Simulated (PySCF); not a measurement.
Solvent effects on NMR parameters

Structure with atom numbers: `[CH3:1][C:2]([F:3])([F:4])[c:5]1[cH:6][cH:7][cH:8][cH:9][cH:10]1`. Each H is labelled by its parent atom.

GIAO PBE0/pcSseg-1 in PySCF on one PBE0-D3(BJ)/def2-SVP conformer, non-relativistic, equivalent nuclei averaged. Solvents enter as an IEF-PCM continuum (benzene with ε = 2.3, chloroform with ε = 4.7, water with ε = 78.4) around the gas-phase geometry. Shifts are referred to TMS, CFCl3 computed in the same medium.

Gas phase, δ in ppm: C5 145.7, C8 134.9, C7/C9 133.8, C6/C10 130.5, C2 123.9, C1 30.7, F3/F4 -115.3, H(C6)/H(C10) 7.66, H(C7)/H(C9) 7.55, H(C8) 7.52, H(C1) 1.62. Dipole moment 2.35 D.

Q: How does each δ change in the continuum?

A: 
```
       atoms                                                      environment  Δδ, benzene  Δδ, chloroform  Δδ, water
          C5                                      substituted aromatic carbon         +0.2            +0.3       +0.4
          C8                                                      aromatic CH         +0.9            +1.5       +2.3
       C7/C9                                                      aromatic CH         +0.8            +1.2       +1.8
      C6/C10                                                      aromatic CH         +0.5            +0.8       +1.2
          C2  fully substituted sp3 carbon bonded to 2 F, on an aromatic ring         +1.2            +1.8       +2.6
          C1                                                    methyl carbon         +0.2            +0.3       +0.5
       F3/F4                                          fluorine of a CF2 group         -0.2            -0.3       -0.2
H(C6)/H(C10)                                       hydrogen on an aromatic CH        +0.06           +0.10      +0.15
 H(C7)/H(C9)                                       hydrogen on an aromatic CH        +0.11           +0.18      +0.26
       H(C8)                                       hydrogen on an aromatic CH        +0.12           +0.19      +0.28
       H(C1)                                      hydrogen on a methyl carbon        +0.08           +0.13      +0.18
```

Changes are relative to the gas phase. The dipole moment becomes 2.59 D in benzene, 2.75 D in chloroform, 2.93 D in water.

Q: Which nuclei move most (in ppm), and what does the model miss?

A: C2 (fully substituted sp3 carbon bonded to 2 F, on an aromatic ring, +2.6 ppm) in water. A continuum only polarises the solute; specific hydrogen bonds, the anisotropy of aromatic solvents and changes of geometry or conformer are outside it.
